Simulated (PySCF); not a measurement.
## Excitation energy of Sb⁺ by level of theory

Sb⁺ [Kr] 4d10 5s2 5p2 (3P) → Sb⁺ [Kr] 4d10 5s1 5p2 6s1 (5P), as a difference of total energies. All numbers are calculated (PySCF 2.14, a scalar-relativistic core potential, in aug-cc-pwCVDZ-PP with ECP28MDF (6s5p4d1f, 48 functions)). Correlated levels: valence: 4s2 4p6 4d10 frozen. The calculations carry no spin-orbit coupling.

| method | excitation energy (eV) |
| --- | --- |
| UHF | 13.667 |
| MP2 (valence) | 14.403 |
| SCS-MP2 (valence) | 14.696 |
| CCSD (valence) | 14.629 |
| CCSD(T) (valence) | 14.646 |

How much does correlation contribute at CCSD(T) (valence)?

14.646 − (13.667) = 0.979 eV, measured against UHF.

The promoted electron is Rydberg-like, and one or two diffuse shells describe it only roughly, which tends to raise the upper state.
